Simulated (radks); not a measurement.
Values are calculated unless marked as measured or tabulated.
Initial-state core-level shifts of the aluminium ion Al+ when its valence configuration changes from [Ne] 3s2. Code: a radial shooting solver on a logarithmic mesh with Libxc functionals. Model: scalar-relativistic Kohn-Sham, PBE, spin-polarised, spherical densities, finite nucleus; open shells are filled with parallel spins first; Fermi nuclear charge, rms radius 3.061 fm. Shifts are changes of the shell-averaged eigenvalues in eV (positive: less bound); the change of the density at the nucleus, which sets a Mossbauer isomer shift, is in e/bohr^3, on a base of 1507.

valence,1s,2s,2p,density at nucleus
3s1.5 3p0.5,-0.813,-0.797,-0.789,-1.6522
3s0.5 3p1.5,-2.278,-2.248,-2.223,-5.1840
3p2,-3.120,-3.070,-3.037,-7.0038
3s1 3p1,-1.427,-1.415,-1.398,-3.3829
